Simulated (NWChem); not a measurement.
CH7NSi; SMILES NC[SiH3]

```xyz
10

N      0.4295    -1.6244     0.0184
C     -0.6321    -0.6328    -0.0089
Si     0.1039     1.1117     0.0262
H      0.0523    -2.5673     0.0895
H      0.9711    -1.5960    -0.8430
H     -1.3504    -0.7138    -0.8543
H     -1.2405    -0.7281     0.9078
H     -0.9793     2.1338    -0.1254
H      1.0654     1.2723    -1.1109
H      0.8340     1.3589     1.3049
```
Atoms are numbered in this order, from 1.

All runs: NWChem. Pople sets run with spherical d functions. The geometry was optimised at PBE0/def2-SVP. Absolute isotropic GIAO shieldings of the H sites, static isolated molecule, three-fold rotors averaged.

```csv
row,"σ, PBE0/pcSseg-1 (ppm)","σ, B3LYP/6-311G** (ppm)"
H8 (rotor mean),27.43,27.80
H6,28.76,29.09
H7,28.88,29.33
H4,30.80,withheld
H5,31.35,31.83
```

Q: Fit a straight line of the last column on the one before it, predict the withheld value, and compare with the run.

A: 
1. Means of the 4 shown rows: x = 29.105, y = 29.512. Slope Σ(x − x̄)(y − ȳ)/Σ(x − x̄)² = 8.258/8.015 = 1.030; intercept -0.466.
2. The shown rows scatter about the line by 0.042 (root mean square); the largest residual is -0.07, at H6.
3. At x = 30.80 (H4; inside the shown range) the line gives 31.26.
4. The run gives 31.30, +0.04 from the line, 0.9 times the scatter.
